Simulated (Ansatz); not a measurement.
System: CH₃Si (charge 0, doublet). It need not be the lowest isomer of its formula. SMILES: C[Si]
Geometry from a B3LYP-D3(BJ)/def2-TZVP (Ansatz, a quantum-chemistry and plane-wave program) optimisation:
```xyz
5

C     -1.1030     0.0446     0.0262
Si     0.7938    -0.0232    -0.0072
H     -1.4093    -0.5919    -0.8203
H     -1.5274     1.0350    -0.1585
H     -1.5592    -0.3861     0.9215
```
Charge 0, spin multiplicity 2.

Wanted: vertical ionisation energy (to the singlet state of charge +1; each state is the SCF solution reached for its spin; for the singlet the Hartree-Fock reference is unstable and T1 is 0.014), in eV. Cores are frozen in the correlated levels unless marked. Open shells are spin-unrestricted. Spin-orbit coupling is left out. Non-relativistic. CBS marks a two-point X^-3 extrapolation of the correlation energy; Hartree-Fock from the larger set. The bracket is a focal-point correction in the basis named.

```csv
level,program,vertical ionisation energy (eV)
PBE0/def2-TZVPD,Ansatz,___
B2PLYP/def2-TZVPD,Ansatz,7.05
CCSD/aug-cc-pV(D+d)Z,Ansatz,6.98
"RI-MP2/CBS(aug-cc-pV(T+d)Z,aug-cc-pV(Q+d)Z)+[CCSD(T)-MP2]/aug-cc-pV(T+d)Z",Ansatz,___
```

Task: Fill in the missing entries.

Result: 
- PBE0/def2-TZVPD, vertical ionisation energy (eV): 7.22
- RI-MP2/CBS(aug-cc-pV(T+d)Z,aug-cc-pV(Q+d)Z)+[CCSD(T)-MP2]/aug-cc-pV(T+d)Z, vertical ionisation energy (eV): 7.15
